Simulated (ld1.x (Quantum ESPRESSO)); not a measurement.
# oxygen (O): one change to an ultrasoft potential, before and after

ld1.x (Quantum ESPRESSO) 7.5 input, shortened:

```
&input
   title='O', zed=8., rel=1, dft='PBESOL', iswitch=3,
   config='[He] 2s2 2p4'
 /
 &inputp
   pseudotype=3, tm=.true., lloc=-2, rcloc=0.80,
   nlcc=.false.
 /
4
2S  1  0   2.00   0.00  0.80  0.95  0.0
2S  1  0   0.00  -0.45  0.80  0.95  0.0
2P  2  1   4.00   0.00  1.20  1.40  0.0
2P  2  1   0.00   0.80  1.20  1.40  0.0
 &test
   configts(1)='2s2 2p4'
 /
```

Change: waves 2s (bound): rcut 0.80, rcutus 1.42 bohr; 2s channel at -0.45 Ry: rcut 0.80, rcutus 1.42 bohr.

Cutoffs: the cutoffs (Ry, on a coarse ladder) from which the occupation-weighted sum of valence levels, in a spherical-Bessel basis at the reference potential, stays within 10 and 1 mRy of its value at 400 Ry; they do not see the model core or the augmentation charge, which bear on the density cutoff. Errors are all-electron minus pseudo energies relative to the spin-unpolarised reference configuration.

Task: What does the change do?

Result: The potential gets softer (35 Ry and 70 Ry → 35 Ry and 55 Ry); the errors of the 7 common tests hardly move; neither file shows a bound ghost. A larger radius leaves more room for a smooth pseudo-wave, so fewer plane waves are needed.

```csv
quantity,base,changed
"cutoff, loose",35 Ry,35 Ry
"cutoff, tight",70 Ry,55 Ry
loose cutoff by channel (10 mRy a level),"s 15 Ry, p 30 Ry","s 18 Ry, p 30 Ry"
bound ghosts,none,none
"error for 2s2 2p3, meV [ΔE 16.36 eV]",+7.2,+7.6
"error for 2s2 2p2, meV [ΔE 49.84 eV]",+69,+74
"error for 2s2 2p1, meV [ΔE 103.54 eV]",+304,+330
"error for 2s0 2p6, meV [ΔE 29.75 eV]",+37,+38
"error for 2s2 2p4.3, meV [ΔE -2.11 eV]",+0.3,+0.3
"error for 2s2 2p3.5, meV [ΔE 6.25 eV]",+0.9,+0.9
"error for 2s2 2p0, meV [ΔE 180.19 eV]",+981,+1067
s: phases at 1.55 bohr within 0.05 rad from the reference energy up to (Ry; the scan ends near 5),to the end of the scan,to the end of the scan
p: phases at 1.55 bohr within 0.05 rad from the reference energy up to (Ry; the scan ends near 5),to the end of the scan,to the end of the scan
lowest overlap eigenvalue by channel,"s 0.54, p 1.00","s 0.63, p 1.00"
```
